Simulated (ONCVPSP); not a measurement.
# strontium, ONCV: configuration errors across variants

ONCVPSP 4.0.1 input, shortened (lines: element, Z, core and valence counts, functional; n l f; lmax; l rc ep ncon nbas qcut; lloc lpopt rc5 dvloc0; l nproj debl; icmod fcfact rcfact), PBEsol, scalar-relativistic:

```
  Sr 38.00    7    2  -116133      upf
    1    0    2.00
    2    0    2.00
    2    1    6.00
    3    0    2.00
    3    1    6.00
    3    2   10.00
    4    0    2.00
    4    1    6.00
    5    0    1.00
    2
    0    3.45    0.00    4    8    1.90
    1    1.75    0.00    3    6    5.30
    2    2.85    0.18    4    7    3.80
    4    4    1.20    0.00
    0    3    2.10
    1    2    2.10
    2    2    2.40
    3    2.00    1.05
```

In the d channel the program set the typed energies aside and used -0.250, 2.150 Ha.

All-electron excitation energies from the reference (eV): (1) 4p6 5s2 -5.896; (2) 4p6 5s0 10.895; (3) 4p6 5s1.5 -3.550; (4) 4p5 5s2 22.403.

Errors AE − PS in meV (a dash: test not solved or not reliable):

```tsv
change	(1)	(2)	(3)	(4)	bound ghosts	GHOST(+) flags above zero
base	+3.2	+19	+1.3	-209	none	s
core correction Teter function, fcfact 2, rcfact 0.98	+3.2	+19	+1.3	-208	none	s
core correction Teter function, fcfact 2, rcfact 1.1	+3.2	+19	+1.3	-210	none	s
core correction Teter function, fcfact 2, rcfact 1.24	+3.1	+19	+1.3	-214	none	s
core correction Teter function, fcfact 2, rcfact 1.42	+3.1	+19	+1.3	-221	none	s
core correction Teter function, fcfact 2, rcfact 1.56	+3.1	+18	+1.3	-230	none	s
core correction Teter function, fcfact 2, rcfact 1.68	+2.8	+17	+1.2	-241	none	s
core correction Teter function, fcfact 2, rcfact 1.78	+2.2	+13	+1.0	-253	none	s
core correction Teter function, fcfact 2, rcfact 1.96	-0.3	-4.1	0.0	-278	none	s
core correction Teter function, fcfact 2, rcfact 2.04	-2.0	-17	-0.8	-288	none	s
```

(1) Give the same row for: core correction Teter function, fcfact 2, rcfact 1.32.

Answers

(1) +3.1, +19, +1.3, -216; bound ghosts: none; GHOST(+) flags above zero: s.
